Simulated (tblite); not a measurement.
C₉H₁₁B.
Z-matrix (Å and degrees, GFN2-xTB geometry), rows numbered from 1:
```
C 
C   1  1.3255
C   2  1.4992  1  122.73
C   2  1.4889  1  121.10  3  -179.41
C   4  1.3689  2  118.72  1  -120.49
B   5  1.5215  4  130.08  2   179.90
C   6  1.5250  5  123.69  4     1.56
C   7  1.3619  6  128.86  5    -1.83
C   8  1.4134  7  128.47  6     0.09
C   9  1.3639  8  130.80  7     1.06
H   1  1.0774  2  121.87  3    -1.01
H   1  1.0774  2  121.78  3  -179.47
H   3  1.0900  2  109.87  1  -123.12
H   3  1.0890  2  110.80  1   118.26
H   3  1.0871  2  110.82  1    -2.51
H   5  1.0874  4  113.74  2     0.87
H   6  1.1770  5  118.01  4  -179.01
H   7  1.0869  6  117.10  5   178.47
H   8  1.0873  7  117.98  6  -179.64
H   9  1.0853  8  114.19  7  -179.27
H  10  1.0853  4  113.56  2    -0.33
```

Computed with GFN2-xTB (tblite): harmonic, unscaled wavenumbers at the GFN2-xTB geometry, gas phase. This tight-binding method is rough: wavenumbers can miss measured ones by several per cent, in bad cases by 10 to 20. Modes of hydrogen on boron can be 10 to 20 % off. One conformer, not necessarily the lowest.

Harmonic wavenumbers (cm⁻¹): 36.2, 62.0, 113.4, 150.2, 192.9, 207.1, 284.6, 350.3, 396.8, 417.9, 472.5, 526.5, 572.0, 634.2, 665.0, 720.7, 777.8, 782.6, 830.2, 871.4, 891.1, 895.9, 906.1, 949.2, 950.6, 976.0, 991.1, 1009.2, 1044.6, 1047.0, 1113.5, 1250.6, 1271.6, 1280.9, 1311.6, 1339.2, 1394.8, 1402.2, 1418.2, 1455.9, 1473.6, 1475.6, 1481.6, 1573.8, 1606.3, 1706.1, 2582.9, 2993.5, 3001.4, 3004.7, 3013.7, 3019.0, 3024.5, 3039.6, 3042.1, 3097.7, 3120.9.

A = 2710, B = 906.7, C = 749.5 MHz; mass 130.095 u (most abundant isotopes); point group C1, symmetry number 1.

**Question.** Zero-point energy?

**Answer.** ½Σν̃ = 37110 cm⁻¹ = 106.10 kcal/mol.

**Question.** Give the ideal-gas entropy at 400 K and 1 bar in the rigid-rotor, harmonic-oscillator model (classical rotation).

**Answer.** Translation 41.99, rotation 30.42, vibration 40.83: S = 113.2 cal/(mol K).

**Question.** And Cp and H(400 K) − H(0)?

**Answer.** Cp = 52.20 cal/(mol K), of which vibrations give 44.25 (their classical limit is 57 R = 113.3); H(400 K) − H(0) = 11.75 kcal/mol without the zero-point energy, 8.57 from vibrations.

**Question.** Blend soft modes into free rotors: weight 1/[1 + (100 cm⁻¹/ν̃)⁴] for the oscillator and the rest for a rotor with moment μB/(μ + B), μ = h/(8π²ν), B = 10⁻⁴⁴ kg m². What vibrational entropy results?

**Answer.** 37.41 cal/(mol K) in place of 40.83, which changes −T·S at 400 K by +1.37 kcal/mol.

**Question.** How do the functions run with temperature in this model?

**Answer.** 
```tsv
T (K)	S (cal/(mol K))	Cp (cal/(mol K))	H − H(0) (kcal/mol)	G − H(0) (kcal/mol)	ln q(vib)
100	70.3	18.3	1.30	-5.73	1.92
200	86.1	28.7	3.64	-13.57	4.49
300	99.9	40.6	7.10	-22.88	7.09
500	126.0	62.1	17.48	-45.51	12.47
800	160.1	82.6	39.48	-88.58	20.51
1000	179.5	91.3	56.91	-122.57	25.58
```

q(vib) and H(0) count from the zero-point level.

Hindered rotation and anharmonicity are outside this model. Other conformers, if any are populated, would add a mixing term that is left out. The structure is chiral; the term R ln 2 for an equal mix with its mirror image is left out.

On one thread of an Arm Neoverse V2, on a shared host, this took 0.72 s. The figure is for the frequency step alone.
